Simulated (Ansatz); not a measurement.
`CS[SiH2]O[SiH3]` → `CO[SiH]([SiH3])S`  (isomerisation)

Computed with Ansatz on PBE0-D4/def2-TZVP structures; ΔE is electronic, products minus reactants. CCSD(T)/CBS adds triple-zeta CCSD(T) − MP2 to the extrapolated MP2 energy (def2 sets, frozen cores). Functionals use def2-TZVPP. B3LYP here is the variant with VWN-RPA as its local correlation; programs differ in this. One conformer a species, not always the lowest.

`CS[SiH2]O[SiH3]`:

```xyz
13

C    -0.852    0.587   -1.932
S     0.521    1.458   -1.118
Si    1.505   -0.186   -0.216
O     0.621   -0.874    0.976
Si   -0.477   -0.438    2.116
H    -1.378    1.324   -2.537
H    -0.479   -0.204   -2.583
H    -1.544    0.173   -1.199
H     2.769    0.367    0.326
H     1.750   -1.250   -1.220
H    -1.746   -0.013    1.468
H     0.041    0.678    2.949
H    -0.731   -1.623    2.969
```

`CO[SiH]([SiH3])S`:

Cartesian coordinates in Å:
```
C -2.016 -0.333 1.166
O -0.962 0.346 0.516
Si 0.498 -0.335 0.202
Si 1.765 1.304 -0.870
S 0.369 -2.100 -1.006
H -1.715 -0.666 2.166
H -2.339 -1.204 0.588
H -2.854 0.358 1.265
H 1.109 -0.868 1.453
H 3.164 0.821 -1.017
H 1.195 1.542 -2.224
H 1.767 2.583 -0.111
H 0.019 -1.447 -2.127
```

| level | ΔE (kJ/mol) | difference from CCSD(T)/CBS |
| --- | --- | --- |
| PBE-D4 | 117.8 | -28.4 |
| PBE0-D4 | 126.9 | -19.3 |
| ωB97X-V | 137.6 | -8.6 |
| ωB97M-V | 144.6 | -1.6 |
| B2PLYP | 144.7 | -1.5 |
| r2SCAN | 136.1 | -10.1 |
| PBE0 | 125.8 | -20.4 |
| B3LYP | 137.0 | -9.2 |
| HF/def2-TZVPP | 158.7 | 12.5 |
| MP2/def2-TZVPP | 154.8 | 8.6 |
| SCS-MP2/def2-TZVPP | 154.8 | 8.6 |
| CCSD(T)/def2-TZVPP | 141.8 | -4.4 |
| HF/def2-QZVPP | 161.3 | 15.1 |
| MP2/def2-QZVPP | 158.2 | 12.0 |
| SCS-MP2/def2-QZVPP | 158.1 | 11.9 |
| CCSD/CBS(def2) | 148.4 | 2.2 |
| CCSD(T)/CBS | 146.2 | 0 |

Largest T1 diagnostic among the species: 0.012.

From PBE to PBE0 (25 % exact exchange), in def2-TZVPP and without D4, ΔE moves by +9.4 kJ/mol. In def2-TZVPP, CCSD(T) changes the Hartree–Fock value by −16.8 kJ/mol (the triples alone add −2.2 kJ/mol) and MP2 by −3.9 kJ/mol.
